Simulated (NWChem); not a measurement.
System: C₃H₄BFO; SMILES O=C1CCB1F

The following NWChem deck was run.

```
start job
memory heap 200 mb stack 900 mb global 1100 mb
geometry units angstroms noautoz
  O      1.170146    -1.643537    -0.450699
  C      0.373046    -0.777688    -0.220433
  C     -1.166983    -0.748532    -0.350215
  C     -1.290376     0.709136     0.176483
  B      0.283252     0.765674     0.319601
  F      1.134436     1.682880     0.704594
  H     -1.496192    -0.899314    -1.391794
  H     -1.654340    -1.519375     0.269435
  H     -1.845067     0.815159     1.123264
  H     -1.727507     1.430572    -0.532731
end
basis spherical
  * library def2-svp
end
dft
  xc xctpssh
  iterations 150
  mulliken
end
task dft energy
```

Structure relaxed at the PBE0/def2-SVP level.

### Question
Predict the main results of this run. (TPSSh/def2-SVP.) Quantities: energy (Ha); highest occupied level (eV); orbital gap (eV); dipole (D).

### Answer
The energy (Ha) is -316.43, the highest occupied level (eV) is -5.96 and the orbital gap (eV) is 3.02. The dipole (D) is 2.75.
